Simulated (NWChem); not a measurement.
C2H5ClOSi; SMILES C=CO[SiH2]Cl

```xyz
10

C      0.6806    -3.0717    -0.0390
C     -0.0593    -2.0039     0.2501
O     -0.1746    -0.9451    -0.5907
Si    -0.8592     0.5324    -0.2586
Cl     0.4001     1.6775     0.9053
H      1.2442    -3.1307    -0.9725
H      0.7265    -3.9041     0.6637
H     -0.6283    -1.9334     1.1877
H     -1.0496     1.1963    -1.5663
H     -2.1213     0.3412     0.5057
```
Atoms are numbered in this order, from 1.

Computed with NWChem. Geometry: optimised at PBE0/def2-SVP. Level: PBE0/def2-SVP with SMD (1 M gas to 1 M solution), gas-phase geometry. Reactions with the solvent are ignored.

**Question.** What does the run give for solvent toluene? Quantities: solvation free energy (kcal/mol); cavity-dispersion-structure term (kcal/mol); dipole in solution (D).

**Answer.** 
```json
{
 "solvation free energy (kcal/mol)": "-3.0",
 "cavity-dispersion-structure term (kcal/mol)": "-1.3",
 "dipole in solution (D)": "1.51"
}
```
